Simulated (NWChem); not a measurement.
CH$_{8}$O$_{2}$Si$_{3}$; SMILES O[Si@]1([SiH3])OC[SiH2]1

```xyz
14

O      1.9362    -0.7605     0.4793
Si     0.3949    -0.2714     0.0694
Si    -0.8165    -2.2830    -0.0235
O      0.3480     0.6369    -1.3605
C     -0.2932     1.9111    -1.0453
Si    -0.5301     1.7356     0.8743
H      2.6170    -0.0707     0.4902
H     -0.7748    -2.9739     1.2956
H     -0.2791    -3.2001    -1.0661
H     -2.2411    -1.9839    -0.3433
H     -1.2307     1.9942    -1.6069
H      0.3646     2.7272    -1.3653
H      0.2941     2.6802     1.6835
H     -1.9402     1.8126     1.3510
```
Atoms are numbered in this order, from 1.

All runs: NWChem. Pople sets run with spherical d functions. Structure relaxed at the B3LYP/6-31G* (spherical d) level. Total energies compare along this basis series because the functional is fixed.

```
level           basis functions  energy (Ha)  highest occupied level (eV)  orbital gap (eV)  dipole (D)
--------------  ---------------  -----------  ---------------------------  ----------------  ----------
PBE/STO-3G                   50   -1048.5255                        -1.69              5.16        1.50
PBE/3-21G                    82   -1055.5226                        -5.83              4.91        2.17
PBE/6-31G*                  112   -1061.1491                        -5.85              4.73        1.91
PBE/6-31+G*                 136   -1061.1644                        -6.06              4.58        2.03
PBE/6-311G**                180   -1061.2950                        -6.03              4.66        1.96
PBE/6-311++G**              212   -1061.3020                        -6.11              4.56        2.01
```
